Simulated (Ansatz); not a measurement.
`O[SiH2]C(F)[TeH]`. Total charge 0; spin multiplicity 1. Te takes the def2 core potential. Geometry: relaxed with PBE0-D4/def2-TZVP. It is one conformer, not always the lowest.

```xyz
10

O     0.011   -1.516    1.342
Si    0.021   -1.201   -0.269
C    -0.420    0.622   -0.545
F    -0.639    0.906   -1.880
Te    1.196    1.803    0.265
H     0.582   -0.962    1.881
H    -0.998   -2.084   -0.880
H     1.353   -1.420   -0.896
H    -1.303    0.920    0.025
H     0.197    2.932    0.955
```

Problem. What is the dipole moment at PBE/def2-TZVPP? (Estimate.)

Solution. Computed: 1.51 D, with components (0.34, 0.75, 1.27) D in this frame, pointing from negative to positive charge.

Problem. And with r2SCAN, B3LYP, ωB97M-V? (Best estimate.)

Solution. The calculation gave: r2SCAN 1.54 D, B3LYP 1.59 D, ωB97M-V 1.64 D.

Problem. Give the Mulliken charges with PBE, r2SCAN, B3LYP in def2-TZVPP. (An estimate is asked.)

Solution. The calculation gave: 
```json
{"atom": "O1", "PBE": "-0.35", "r2SCAN": "-0.41", "B3LYP": "-0.39"}
{"atom": "Si2", "PBE": "0.36", "r2SCAN": "0.47", "B3LYP": "0.45"}
{"atom": "C3", "PBE": "-0.03", "r2SCAN": "0.00", "B3LYP": "-0.03"}
{"atom": "F4", "PBE": "-0.17", "r2SCAN": "-0.21", "B3LYP": "-0.22"}
{"atom": "Te5", "PBE": "0.03", "r2SCAN": "0.02", "B3LYP": "0.06"}
{"atom": "H6", "PBE": "0.18", "r2SCAN": "0.20", "B3LYP": "0.18"}
{"atom": "H7", "PBE": "-0.06", "r2SCAN": "-0.07", "B3LYP": "-0.07"}
{"atom": "H8", "PBE": "-0.08", "r2SCAN": "-0.09", "B3LYP": "-0.09"}
{"atom": "H9", "PBE": "0.12", "r2SCAN": "0.10", "B3LYP": "0.12"}
{"atom": "H10", "PBE": "-0.02", "r2SCAN": "-0.02", "B3LYP": "-0.03"}
```

B3LYP here is the variant with VWN-RPA as its local correlation; programs differ in this.
